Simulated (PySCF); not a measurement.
GaH₃O, SMILES [OH][GaH2].

The structure is a stationary point at PBE-D3(BJ)/def2-TZVP.

Level of theory: TDDFT-PBE0/def2-TZVPD in PySCF.

Vertical excitations. Isolated molecule, no solvent. State labels are in the subgroup Cs.

Computed lowest excited states:
```csv
state,symmetry,energy (eV),λ (nm),f,main pairs
S1,A",5.81,214,0.001,HOMO→LUMO 100 %
S2,A',6.50,191,0.020,HOMO−1→LUMO 90 %
S3,A",6.57,189,0.011,HOMO−2→LUMO 99 %
S4,A",7.21,172,0.055,HOMO−1→LUMO+1 97 %
S5,A',7.36,169,0.044,HOMO→LUMO+1 90 %
S6,A',8.05,154,0.112,"HOMO→LUMO+2 62 %, HOMO−2→LUMO+1 25 %"
S7,A",8.09,153,0.000,HOMO−1→LUMO+2 92 %
S8,A',8.15,152,0.273,"HOMO−2→LUMO+1 67 %, HOMO→LUMO+2 27 %"
S9,A',8.55,145,0.014,"HOMO→LUMO+3 66 %, HOMO−2→LUMO+2 22 %"
S10,A",8.74,142,0.015,HOMO−1→LUMO+3 94 %
T1,A",5.34,232,0,HOMO→LUMO 97 %
T2,A',5.60,222,0,HOMO−1→LUMO 98 %
T3,A",6.14,202,0,HOMO−2→LUMO 95 %
T4,A',6.58,188,0,"HOMO→LUMO+1 55 %, HOMO→LUMO+2 34 %"
```
Triplets are in the Tamm–Dancoff approximation, which puts them higher than full response would, so one can lie above its singlet here.
